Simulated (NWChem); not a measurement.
System: CH$_{3}$ClN$_{2}$Sr

```xyz
8

Sr     0.1742    -0.1557     0.0000
Cl    -0.1798    -2.7747     0.0000
C     -0.2096     2.6536     0.0000
N     -0.1065     2.0116    -1.1541
N     -0.1065     2.0116     1.1541
H     -0.3879     3.7494     0.0000
H     -0.2140     2.6269    -1.9525
H     -0.2140     2.6269     1.9525
```
Atoms are numbered in this order, from 1.

Computed with NWChem. All runs use the structure optimised with PBE0/def2-SVP. def2 effective core potentials on Sr; no spin-orbit coupling. Ions are spin-unrestricted doublets at the neutral geometry; other ion states weren't tried.

| level | −ε(HOMO) (eV) |
|---|---|
| B3LYP/def2-SVP | 6.18 |
| PBE/def2-SVP | 5.24 |
| r2SCAN/def2-SVP | 5.46 |
| M06-2X/def2-SVP | 7.61 |
| BHandHLYP/def2-SVP | 7.51 |
